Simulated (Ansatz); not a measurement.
The lowest singlet and triplet of CS (SMILES [C]=S); geometries from B3LYP-D3(BJ)/def2-TZVP, each state relaxed from the structure named, with no frequency check.
Singlet (charge 0, multiplicity 1):
```
atom   x (Å)   y (Å)    z (Å)
----  ------  ------  -------
C     0.0000  0.0000  -1.1142
S     0.0000  0.0000   0.4178
```
Triplet (charge 0, multiplicity 3):
```csv
atom,x (Å),y (Å),z (Å)
C,0.0000,0.0000,-1.1403
S,0.0000,0.0000,0.4276
```

A positive gap puts the triplet lower; no zero-point energy. R- takes a restricted singlet. The triplet is unrestricted in single-reference levels. Active spaces average the two states.

Cores are frozen in the correlated methods.

Codes used: Ansatz (a quantum-chemistry and plane-wave program). 

Task: Estimate the gap E(singlet) − E(triplet), adiabatic that R-B3LYP/def2-TZVPP returns for this input.

Result: -318 kJ/mol

Task: What is the computed gap E(singlet) − E(triplet), adiabatic (R-BHLYP/def2-TZVPP)?

Result: -309 kJ/mol

Task: Give the gap E(singlet) − E(triplet), adiabatic at the level FIC-MRCISD+Q on SA-CASSCF(10,8)/cc-pV(Q+d)Z.

Result: -333 kJ/mol
